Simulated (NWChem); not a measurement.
System: DMF (C$_{3}$H$_{7}$NO); SMILES C(=O)N(C)C

Here is an NWChem input.

```
start job
memory heap 200 mb stack 900 mb global 1100 mb
geometry units angstroms noautoz
  C      0.770340    -1.573301    -0.000429
  N      0.020792    -0.348584    -0.000298
  C     -1.416901    -0.426626    -0.001417
  C      0.632826     0.867050    -0.000068
  O      0.073174     1.939010    -0.000625
  H      1.846769    -1.348768     0.002293
  H      0.544804    -2.185765     0.890403
  H      0.548836    -2.183415    -0.893922
  H     -1.810599     0.597903    -0.000991
  H     -1.785763    -0.956809    -0.896354
  H     -1.787028    -0.958941     0.891651
  H      1.746020     0.766643     0.000784
end
basis spherical
  * library def2-tzvpd
end
dft
  xc xpbe96 cpbe96
  iterations 150
  semidirect filesize 400000000
  mulliken
end
task dft energy
```

Output (shortened):

```
             Northwest Computational Chemistry Package (NWChem) 7.3.0
             --------------------------------------------------------

 CS  symmetry detected

                             Geometry "geometry" -> ""
                             -------------------------

 Output coordinates in angstroms (scale by  1.889725989 to convert to a.u.)

  No.       Tag          Charge          X              Y              Z
 ---- ---------------- ---------- -------------- -------------- --------------
    1 C                    6.0000     0.77651732    -1.57099537     0.00000000
    2 N                    7.0000     0.02310452    -0.34865219     0.00000000
    3 C                    6.0000    -1.41433519    -0.43123531     0.00000000
    4 C                    6.0000     0.63129546     0.86890908     0.00000000
    5 O                    8.0000     0.06825983     1.93909584     0.00000000
    6 H                    1.0000     1.85223305    -1.34306308     0.00000000
    7 H                    1.0000     0.55492870    -2.18298746     0.89216356
    8 H                    1.0000     0.55492870    -2.18298746    -0.89216356
    9 H                    1.0000    -1.81126728     0.59204496     0.00000000
   10 H                    1.0000    -1.78215016    -0.96364889    -0.89400277
   11 H                    1.0000    -1.78215016    -0.96364889     0.89400277
   12 H                    1.0000     1.74480138     0.77201904     0.00000000

 Effective nuclear repulsion energy (a.u.)     182.0679011491

      Symmetry information
      --------------------

 Group name             Cs
 Group number              2
 Group order               2
 No. of unique centers    10

  pbe96 is a nonlocal functional; adding pw91lda local functional.

                                 NWChem DFT Module
                                 -----------------

 Summary of "ao basis" -> "ao basis" (spherical)
 ------------------------------------------------------------------------------
       Tag                 Description            Shells   Functions and Types
 ---------------- ------------------------------  ------  ---------------------
 C                         def2-tzvpd               13       37   6s3p3d1f
 N                         def2-tzvpd               13       37   6s3p3d1f
 O                         def2-tzvpd               14       40   6s4p3d1f
 H                         def2-tzvpd                5        9   3s2p

      Symmetry analysis of basis
      --------------------------

        a'        166
        a"         85

            General Information
            -------------------
          SCF calculation type: DFT
          Wavefunction type:  closed shell.
          No. of atoms     :    12
          No. of electrons :    40
           Alpha electrons :    20
            Beta electrons :    20
          Charge           :     0
          Spin multiplicity:     1
          Use of symmetry is: on ; symmetry adaption is: on
          Maximum number of iterations: 150
          AO basis - number of functions:   251
                     number of shells:   101
          Convergence on energy requested:  1.00D-06
          Convergence on density requested:  1.00D-05
          Convergence on gradient requested:  5.00D-04

              XC Information
              --------------
          PerdewBurkeErnzerhof Exchange Functional  1.000
            Perdew 1991 LDA Correlation Functional  1.000 local
           PerdewBurkeErnz. Correlation Functional  1.000 non-local

             Grid Information
             ----------------
          Grid used for XC integration:  medium
          Radial quadrature: Mura-Knowles
          Angular quadrature: Lebedev.
          Tag              B.-S. Rad. Rad. Pts. Rad. Cut. Ang. Pts.
          ---              ---------- --------- --------- ---------
          C                   0.70       49          13.0       434
          N                   0.65       49          10.0       434
          O                   0.60       49          13.0       434
          H                   0.35       45          13.0       434
          Grid pruning is: on
          Number of quadrature shells:   470
          Spatial weights used:  Erf1

      Superposition of Atomic Density Guess
      -------------------------------------

 Sum of atomic energies:        -245.60864224

      Non-variational initial energy
      ------------------------------

 Total energy =    -248.687525
 1-e energy   =    -692.571223
 2-e energy   =     261.815797
 HOMO         =      -0.291565
 LUMO         =       0.029532

      Symmetry analysis of molecular orbitals - initial
      -------------------------------------------------

  Numbering of irreducible representations:

     1 a'          2 a"

  Orbital symmetries:

     1 a'          2 a'          3 a'          4 a'          5 a'
     6 a'          7 a'          8 a'          9 a'         10 a'
    11 a'         12 a'         13 a"         14 a"         15 a'
    16 a'         17 a"         18 a'         19 a'         20 a"
    21 a"         22 a'         23 a'         24 a'         25 a'
    26 a"         27 a'         28 a'         29 a"         30 a'

------------------------------------------------------------
EAF file 0: "./job.aoints.0" size=1506279424 bytes
------------------------------------------------------------
               write      read    awrite     aread      wait
               -----      ----    ------     -----      ----
     calls:     2873         0         0         0         0
   data(b): 1.51e+09  0.00e+00  0.00e+00  0.00e+00
   time(s): 0.00e+00  0.00e+00  0.00e+00  0.00e+00  0.00e+00
rate(mb/s): 0.00e+00  0.00e+00
------------------------------------------------------------

     ---------------------------------------------
      Total Density - Mulliken Population Analysis
     ---------------------------------------------

    Atom       Charge   Shell Charges
 -----------   ------   -------------------------------------------------------
    1 C    6     6.57   0.86  1.12  0.54  0.67  0.13  0.00  1.19  1.32  0.62  0.02  0.05  0.04  0.01
    2 N    7     6.89   0.82  1.16  0.54  0.80  0.05 -0.03  1.47  1.73  0.22  0.01  0.08  0.04  0.00
    3 C    6     6.60   0.86  1.12  0.54  0.67  0.14  0.00  1.20  1.32  0.64  0.02  0.05  0.02  0.01
    4 C    6     5.42   0.86  1.12  0.53  0.56  0.20  0.02  0.98  0.89  0.09  0.05  0.11 -0.03  0.02
    5 O    8     8.90   0.79  1.18  0.61  0.96  0.33  0.00  2.04  2.13  0.80  0.02  0.00  0.02  0.01  0.00
    6 H    1     0.80   0.24  0.45  0.07  0.02  0.01
    7 H    1     0.79   0.24  0.46  0.04  0.02  0.02
    8 H    1     0.79   0.24  0.46  0.04  0.02  0.02
    9 H    1     0.82   0.24  0.45  0.08  0.02  0.03
   10 H    1     0.78   0.24  0.46  0.04  0.02  0.02
   11 H    1     0.78   0.24  0.46  0.04  0.02  0.02
   12 H    1     0.85   0.24  0.47  0.11  0.02  0.01

   convergence    iter        energy       DeltaE   RMS-Dens  Diis-err
 ---------------- ----- ----------------- --------- --------- ---------
 d= 0,ls=0.0,diis     1   -248.1697002395 -4.30D+02  1.23D-02  1.49D+00
 d= 0,ls=0.0,diis     2   -247.1951539994  9.75D-01  1.07D-02  1.04D+01
 d= 0,ls=0.0,diis     3   -248.2785683246 -1.08D+00  1.67D-03  2.85D-01
 d= 0,ls=0.0,diis     4   -248.2891576512 -1.06D-02  7.99D-04  1.69D-01
 d= 0,ls=0.0,diis     5   -248.3061737535 -1.70D-02  2.29D-04  7.16D-03
  Resetting Diis
 d= 0,ls=0.0,diis     6   -248.3067966548 -6.23D-04  9.58D-05  9.79D-04
 d= 0,ls=0.0,diis     7   -248.3069181227 -1.21D-04  5.01D-05  2.73D-05
 d= 0,ls=0.0,diis     8   -248.3069022828  1.58D-05  2.96D-05  1.86D-04
 d= 0,ls=0.0,diis     9   -248.3069212428 -1.90D-05  7.93D-06  7.02D-06
 d= 0,ls=0.0,diis    10   -248.3069219683 -7.25D-07  1.81D-06  6.76D-07

         Total DFT energy =     -248.306921968297
      One electron energy =     -696.848421397714
           Coulomb energy =      300.571106796006
    Exchange-Corr. energy =      -34.097508515713
 Nuclear repulsion energy =      182.067901149123

 Numeric. integr. density =       39.999989490283

                  Occupations of the irreducible representations
                  ----------------------------------------------

                     irrep           alpha         beta
                     --------     --------     --------
                     a'               16.0         16.0
                     a"                4.0          4.0

                       DFT Final Molecular Orbital Analysis
                       ------------------------------------

 Vector   18  Occ=2.000000D+00  E=-3.410074D-01  Symmetry=a"
              MO Center=  3.4D-02,  8.9D-01, -7.9D-13, r^2= 2.7D+00
   Bfn.  Coefficient  Atom+Function         Bfn.  Coefficient  Atom+Function
  ----- ------------  ---------------      ----- ------------  ---------------
   157      0.300196   5 O  pz              120      0.268320   4 C  pz
   160      0.243254   5 O  pz              123      0.218962   4 C  pz
   163      0.140572   5 O  pz               83     -0.128425   3 C  pz
   226      0.093330  10 H  s               235     -0.093330  11 H  s
    86     -0.088527   3 C  pz               46      0.079069   2 N  pz

 Vector   19  Occ=2.000000D+00  E=-2.173049D-01  Symmetry=a"
              MO Center= -5.3D-02,  8.4D-02,  6.2D-16, r^2= 3.0D+00
   Bfn.  Coefficient  Atom+Function         Bfn.  Coefficient  Atom+Function
  ----- ------------  ---------------      ----- ------------  ---------------
    46      0.345682   2 N  pz               49      0.303423   2 N  pz
   157     -0.267491   5 O  pz               52      0.230097   2 N  pz
   160     -0.220684   5 O  pz               89     -0.185501   3 C  pz
    15     -0.162622   1 C  pz              163     -0.153181   5 O  pz
   227     -0.117471  10 H  s               236      0.117471  11 H  s

 Vector   20  Occ=2.000000D+00  E=-2.170655D-01  Symmetry=a'
              MO Center=  2.6D-01,  1.6D+00, -5.7D-16, r^2= 1.6D+00
   Bfn.  Coefficient  Atom+Function         Bfn.  Coefficient  Atom+Function
  ----- ------------  ---------------      ----- ------------  ---------------
   155      0.394064   5 O  px              158      0.318594   5 O  px
   161      0.231338   5 O  px                5      0.194403   1 C  s
   156      0.187088   5 O  py              116     -0.167834   4 C  s
   244     -0.163767  12 H  s               159      0.156004   5 O  py
   162      0.128899   5 O  py               41      0.108103   2 N  s

 Vector   21  Occ=0.000000D+00  E=-2.206694D-02  Symmetry=a"
              MO Center=  4.7D-01,  6.6D-01,  3.9D-13, r^2= 3.2D+00
   Bfn.  Coefficient  Atom+Function         Bfn.  Coefficient  Atom+Function
  ----- ------------  ---------------      ----- ------------  ---------------
   200     -0.361012   7 H  s               209      0.361012   8 H  s
   120      0.349594   4 C  pz              123      0.344025   4 C  pz
   126      0.324720   4 C  pz              227      0.311555  10 H  s
   236     -0.311555  11 H  s               157     -0.266157   5 O  pz
   160     -0.229594   5 O  pz               52     -0.227953   2 N  pz

 Vector   22  Occ=0.000000D+00  E=-1.905581D-02  Symmetry=a'
              MO Center=  1.2D-01, -1.6D+00,  8.1D-13, r^2= 1.0D+01
   Bfn.  Coefficient  Atom+Function         Bfn.  Coefficient  Atom+Function
  ----- ------------  ---------------      ----- ------------  ---------------
    43      6.998293   2 N  s                 5     -2.852629   1 C  s
    79     -2.362474   3 C  s               218     -2.268585   9 H  s
     6     -2.226800   1 C  s               116     -1.952835   4 C  s
   227      1.696762  10 H  s               236      1.696762  11 H  s
   117     -1.626764   4 C  s                88      1.570255   3 C  py

 Vector   23  Occ=0.000000D+00  E= 1.194985D-02  Symmetry=a'
              MO Center= -2.9D-01, -8.9D-01, -3.6D-15, r^2= 1.3D+01
   Bfn.  Coefficient  Atom+Function         Bfn.  Coefficient  Atom+Function
  ----- ------------  ---------------      ----- ------------  ---------------
   191      3.636614   6 H  s               245      3.327524  12 H  s
    80      2.962138   3 C  s                79      2.724565   3 C  s
     6     -2.364961   1 C  s               218     -2.218423   9 H  s
   116     -2.147192   4 C  s                 5     -1.784609   1 C  s
   154     -1.502113   5 O  s               124     -1.157577   4 C  px

------------------------------------------------------------
EAF file 0: "./job.aoints.0" size=1771569152 bytes
------------------------------------------------------------
               write      read    awrite     aread      wait
               -----      ----    ------     -----      ----
     calls:     3379         9         0     30402     30402
   data(b): 1.77e+09  4.72e+06  0.00e+00  1.59e+10
   time(s): 0.00e+00  0.00e+00  0.00e+00  0.00e+00  0.00e+00
rate(mb/s): 0.00e+00  0.00e+00
------------------------------------------------------------

     ---------------------------------------------
      Total Density - Mulliken Population Analysis
     ---------------------------------------------

    Atom       Charge   Shell Charges
 -----------   ------   -------------------------------------------------------
    1 C    6     6.79   0.85  1.12  0.52  0.70  0.27  0.01  1.34  1.19  0.68  0.02  0.05  0.05  0.01
    2 N    7     6.76   0.82  1.15  0.54  0.80  0.06 -0.02  1.59  1.59  0.14  0.01  0.08  0.01  0.00
    3 C    6     6.85   0.85  1.12  0.52  0.69  0.29 -0.00  1.34  1.20  0.74  0.02  0.05  0.03  0.01
    4 C    6     5.87   0.86  1.11  0.55  0.57  0.20  0.02  1.29  0.99  0.05  0.05  0.16  0.00  0.02
    5 O    8     8.46   0.79  1.18  0.61  0.90  0.42  0.07  1.89  1.77  0.76  0.04  0.00  0.02  0.00  0.00
    6 H    1     0.79   0.27  0.49 -0.02  0.02  0.02
    7 H    1     0.74   0.27  0.49 -0.09  0.02  0.04
    8 H    1     0.74   0.27  0.49 -0.09  0.02  0.04
    9 H    1     0.75   0.27  0.47 -0.06  0.02  0.04
   10 H    1     0.73   0.27  0.49 -0.08  0.02  0.03
   11 H    1     0.73   0.27  0.49 -0.08  0.02  0.03
   12 H    1     0.81   0.27  0.50 -0.00  0.02  0.02

     -------------------------------------------
      Total Density - Lowdin Population Analysis
     -------------------------------------------

    Atom       Charge   Shell Charges
 -----------   ------   -------------------------------------------------------
    1 C    6     6.08   0.91  1.04  0.33  0.26  0.12  0.07  1.13  1.24  0.41  0.03  0.28  0.23  0.04
    2 N    7     7.20   0.89  1.06  0.37  0.30  0.12  0.08  1.39  1.45  0.55  0.01  0.26  0.70  0.02
    3 C    6     6.06   0.91  1.04  0.33  0.26  0.12  0.06  1.13  1.24  0.40  0.02  0.27  0.23  0.04
    4 C    6     6.37   0.91  1.03  0.33  0.24  0.11  0.07  1.08  1.05  0.34  0.08  0.65  0.36  0.11
    5 O    8     7.96   0.87  1.09  0.51  0.54  0.26  0.09  1.73  1.77  0.74  0.12  0.00  0.06  0.19  0.01
    6 H    1     0.92   0.24  0.33  0.11  0.05  0.17
    7 H    1     0.91   0.24  0.34  0.11  0.05  0.16
    8 H    1     0.91   0.24  0.34  0.11  0.05  0.16
    9 H    1     0.91   0.24  0.32  0.11  0.06  0.18
   10 H    1     0.90   0.24  0.34  0.11  0.05  0.15
   11 H    1     0.90   0.24  0.34  0.11  0.05  0.15
   12 H    1     0.87   0.24  0.33  0.12  0.05  0.14

     Multipole analysis of the density
     ---------------------------------

     L   x y z        total         alpha         beta         nuclear
     -   - - -        -----         -----         ----         -------
     0   0 0 0     -0.000000    -20.000000    -20.000000     40.000000

     1   1 0 0      0.133816      0.066908      0.066908      0.000000
     1   0 1 0     -1.516740     -0.758370     -0.758370      0.000000
     1   0 0 1      0.000000      0.000000      0.000000      0.000000

[...]
```

Level: PBE/def2-TZVPD. Geometry: optimised at PBE0/def2-SVP.
